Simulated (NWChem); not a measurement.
CuH$_{4}$O$_{2}$F$_{2}$, doublet; SMILES [F][Cu]([F])(<-[OH2])<-[OH2]

```xyz
9

Cu    -0.3472    -0.0954    -0.0189
F     -0.5518     1.5243    -0.7578
F      0.0388    -1.7139     0.6492
O     -1.0260    -1.3252    -1.4923
H     -0.6536    -2.0474    -0.9219
H     -0.5591    -1.3322    -2.3435
O     -0.6304     1.0748     1.6300
H     -1.4563     0.9124     2.1133
H     -0.7980     1.7888     0.9617
```
Atoms are numbered in this order, from 1.

Results from NWChem. Pople sets run with spherical d functions. Spin-unrestricted. Geometry: optimised at B3LYP/6-31G* (spherical d), spin-unrestricted. No frequency run checked for a minimum. The spin multiplicity was typed, not searched, and may not be the lowest. No stability test was run on the SCF state. Vzz is the largest principal value of the second derivative of the potential at the nucleus (NWChem prints the opposite sign); η is the asymmetry. Non-relativistic.

For level UHF/6-31G*:

| Item | Value |
|---|---|
| Vzz Cu1 (a.u.) | -2.037 |
| η Cu1 | 0.50 |
| Vzz O4 (a.u.) | -1.451 |
| Vzz O7 (a.u.) | -1.447 |

Q: How do the values read with level UHF/def2-SVP instead?

A: The vzz Cu1 (a.u.) is -2.187 and the η Cu1 is 0.63. The vzz O4 (a.u.) is -1.498 and the vzz O7 (a.u.) is -1.494.
